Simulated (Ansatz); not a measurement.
Consider the redistribution: `[OH][Zr]([OH])([Cl])[Cl]` + `CC(C)[O][Ge][Cl]` → `CC(C)[O][Zr]([OH])([OH])[Cl]` + `[Cl][Ge][Cl]`.

Computed with Ansatz on PBE0-D4/def2-TZVP structures; ΔE is electronic, products minus reactants. CCSD(T)/CBS is the MP2 limit (def2-TZVPP, def2-QZVPP) plus CCSD(T) − MP2 in def2-TZVPP, frozen cores. Functionals use def2-TZVPP. Elements past krypton have def2 core potentials. For Ge, Zr outer-core shells are correlated without core-valence functions, which leaves a few kJ/mol of doubt a bond. Scalar relativity is left out up to krypton. Each species was taken in one conformer, which may not be the lowest.

| level | ΔE (kJ/mol) | difference from CCSD(T)/CBS |
| --- | --- | --- |
| PBE0-D4 | -8.3 | -1.7 |
| B2PLYP | -8.4 | -1.8 |
| PBE0 | -11.1 | -4.5 |
| HF/def2-TZVPP | -11.8 | -5.2 |
| CCSD/def2-TZVPP | -8.0 | -1.4 |
| CCSD(T)/def2-TZVPP | -5.5 | 1.1 |
| HF/def2-QZVPP | -12.3 | -5.7 |
| MP2/def2-QZVPP | -4.0 | 2.6 |
| HF/CBS(def2) | -12.3 | -5.7 |
| CCSD/CBS(def2) | -9.0 | -2.4 |
| CCSD(T)/CBS | -6.6 | 0 |

Largest T1 diagnostic among the species: 0.016.

In def2-TZVPP, CCSD(T) changes the Hartree–Fock value by +6.3 kJ/mol (the triples alone add +2.5 kJ/mol) and MP2 by +8.5 kJ/mol. The D4 term adds +5.7 kJ/mol with B3LYP and +2.8 kJ/mol with PBE0; it sums over pairs of atoms, weighted by their polarisabilities, and B3LYP, whose exchange is more repulsive, gets the larger term.

B3LYP here is the variant with VWN-RPA as its local correlation; programs differ in this.
